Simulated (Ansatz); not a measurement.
`O[Si]([SiH3])(Cl)Cl` + `C=NCO[SiH3]` → `O[Si](Cl)(Cl)O[SiH3]` + `C=NC[SiH3]`  (redistribution)

Computed with Ansatz on PBE0-D4/def2-TZVP structures; ΔE is electronic, products minus reactants. CCSD(T)/CBS adds triple-zeta CCSD(T) − MP2 to the extrapolated MP2 energy (def2 sets, frozen cores). DFT in def2-TZVPP. B3LYP here is the variant with VWN-RPA as its local correlation; programs differ in this. Each species was taken in one conformer, which may not be the lowest.

`O[Si]([SiH3])(Cl)Cl`:

```xyz
9

O    -1.505    1.219   -0.122
Si   -0.336    0.249   -0.708
Si    0.858   -0.662    1.072
Cl   -1.166   -1.235   -1.862
Cl    0.908    1.315   -1.948
H    -2.085    1.675   -0.736
H     1.914   -1.543    0.514
H    -0.063   -1.452    1.928
H     1.476    0.434    1.861
```

`C=NCO[SiH3]`:

Z-matrix (Å, degrees):
```
C
N 1 1.424
O 1 1.408 2 114.5
H 1 1.099 2 107.1 3 -122.5
H 1 1.098 2 107.1 3 122.4
C 2 1.259 1 119.8 3 -0.0
Si 3 1.644 1 123.7 2 -178.4
H 6 1.092 2 123.4 1 0.0
H 6 1.089 2 118.3 1 180.0
H 7 1.489 3 110.8 1 -60.9
H 7 1.480 3 106.3 1 179.1
H 7 1.489 3 110.7 1 59.1
```

`O[Si](Cl)(Cl)O[SiH3]`:

Z-matrix (Å, degrees):
```
Si
Cl 1 2.039
Cl 1 2.039 2 107.2
O 1 1.616 2 111.0 3 121.4
O 1 1.597 2 110.4 3 -120.2
H 4 0.958 1 118.4 2 -59.1
Si 5 1.645 1 148.9 2 60.9
H 7 1.483 5 109.4 1 -62.6
H 7 1.481 5 107.4 1 177.7
H 7 1.483 5 109.5 1 57.9
```

`C=NC[SiH3]`:

Cartesian coordinates in Å:
```
C -1.102 -0.234 1.671
N -0.913 -0.663 0.503
C 0.419 -0.633 -0.035
Si 0.514 0.655 -1.419
H -2.111 -0.228 2.079
H -0.292 0.138 2.315
H 0.642 -1.605 -0.488
H 1.195 -0.421 0.718
H 0.231 2.004 -0.862
H -0.469 0.345 -2.487
H 1.886 0.643 -1.994
```

```json
{"level": "PBE-D4", "ΔE (kJ/mol)": "-159.2", "difference from CCSD(T)/CBS": "30.5"}
{"level": "r2SCAN-D4", "ΔE (kJ/mol)": "-181.6", "difference from CCSD(T)/CBS": "8.1"}
{"level": "PBE0-D4", "ΔE (kJ/mol)": "-170.7", "difference from CCSD(T)/CBS": "19.0"}
{"level": "B3LYP-D4", "ΔE (kJ/mol)": "-181.2", "difference from CCSD(T)/CBS": "8.5"}
{"level": "ωB97X-V", "ΔE (kJ/mol)": "-178.2", "difference from CCSD(T)/CBS": "11.5"}
{"level": "ωB97M-V", "ΔE (kJ/mol)": "-188.3", "difference from CCSD(T)/CBS": "1.4"}
{"level": "B2PLYP", "ΔE (kJ/mol)": "-187.0", "difference from CCSD(T)/CBS": "2.7"}
{"level": "PBE", "ΔE (kJ/mol)": "-157.4", "difference from CCSD(T)/CBS": "32.3"}
{"level": "r2SCAN", "ΔE (kJ/mol)": "-181.1", "difference from CCSD(T)/CBS": "8.6"}
{"level": "PBE0", "ΔE (kJ/mol)": "-169.1", "difference from CCSD(T)/CBS": "20.6"}
{"level": "B3LYP", "ΔE (kJ/mol)": "-178.3", "difference from CCSD(T)/CBS": "11.4"}
{"level": "HF/def2-TZVPP", "ΔE (kJ/mol)": "-198.8", "difference from CCSD(T)/CBS": "-9.1"}
{"level": "MP2/def2-TZVPP", "ΔE (kJ/mol)": "-199.3", "difference from CCSD(T)/CBS": "-9.6"}
{"level": "SCS-MP2/def2-TZVPP", "ΔE (kJ/mol)": "-196.6", "difference from CCSD(T)/CBS": "-6.9"}
{"level": "CCSD/def2-TZVPP", "ΔE (kJ/mol)": "-190.5", "difference from CCSD(T)/CBS": "-0.8"}
{"level": "CCSD(T)/def2-TZVPP", "ΔE (kJ/mol)": "-187.7", "difference from CCSD(T)/CBS": "2.0"}
{"level": "HF/def2-QZVPP", "ΔE (kJ/mol)": "-201.8", "difference from CCSD(T)/CBS": "-12.1"}
{"level": "MP2/def2-QZVPP", "ΔE (kJ/mol)": "-201.4", "difference from CCSD(T)/CBS": "-11.7"}
{"level": "SCS-MP2/def2-QZVPP", "ΔE (kJ/mol)": "-198.9", "difference from CCSD(T)/CBS": "-9.2"}
{"level": "HF/CBS(def2)", "ΔE (kJ/mol)": "-202.2", "difference from CCSD(T)/CBS": "-12.5"}
{"level": "MP2/CBS(def2)", "ΔE (kJ/mol)": "-201.2", "difference from CCSD(T)/CBS": "-11.5"}
{"level": "CCSD/CBS(def2)", "ΔE (kJ/mol)": "-192.5", "difference from CCSD(T)/CBS": "-2.8"}
{"level": "CCSD(T)/CBS", "ΔE (kJ/mol)": "-189.7", "difference from CCSD(T)/CBS": "0"}
```

Largest T1 diagnostic among the species: 0.012.

From PBE to PBE0 (25 % exact exchange), in def2-TZVPP and without D4, ΔE moves by −11.7 kJ/mol.
